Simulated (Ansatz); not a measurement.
Loss of NH3: B2N2H8 → B2NH5 + NH3

Species: B2N2H8 `[BH2-]1[NH2+][BH2-][NH2+]1`, singlet; B2NH5 `BNB`, singlet; NH3 (ammonia) `N`, singlet. 

Shapes, held fixed at every level: PBE0-D4/def2-TZVP. Programs: Ansatz 0.2.0. The zero-point and thermal change to 298 K, harmonic and unscaled (PBE0-D4/def2-TZVP), is -16.2 kJ/mol.

```json
{"level": "HF/def2-SVP", "kind": "Hartree–Fock", "ΔH(298 K) (kJ/mol)": "+66.3", "less CCSD(T)/CBS estimate": "-38.9"}
{"level": "PBE-D4/def2-TZVPP", "kind": "GGA", "ΔH(298 K) (kJ/mol)": "+125.2", "less CCSD(T)/CBS estimate": "+20.0"}
{"level": "r2SCAN-D4/def2-TZVPP", "kind": "meta-GGA", "ΔH(298 K) (kJ/mol)": "+116.9", "less CCSD(T)/CBS estimate": "+11.7"}
{"level": "B3LYP-D4/def2-TZVPP", "kind": "global hybrid", "ΔH(298 K) (kJ/mol)": "+92.9", "less CCSD(T)/CBS estimate": "-12.3"}
{"level": "BHLYP-D4/def2-TZVPP", "kind": "global hybrid", "ΔH(298 K) (kJ/mol)": "+93.1", "less CCSD(T)/CBS estimate": "-12.1"}
{"level": "MP2/def2-TZVPP", "kind": "perturbation theory", "ΔH(298 K) (kJ/mol)": "+115.4", "less CCSD(T)/CBS estimate": "+10.2"}
{"level": "CCSD(T)/def2-TZVPP", "kind": "coupled cluster or CI", "ΔH(298 K) (kJ/mol)": "+109.9", "less CCSD(T)/CBS estimate": "+4.7"}
{"level": "CCSD(T)/CBS estimate", "kind": "coupled cluster or CI", "ΔH(298 K) (kJ/mol)": "+105.2", "less CCSD(T)/CBS estimate": "0.0"}
```

The highest level, CCSD(T)/CBS estimate, gives ΔH(298 K) = +105.2 kJ/mol; the levels span +66.3 to +125.2. The column of differences is taken from that level and isn't an error. No measured value is set beside it here. The CBS estimate extrapolates MP2 from def2-TZVPP and def2-QZVPP and adds CCSD(T) − MP2 in the triple-zeta set, cores frozen.
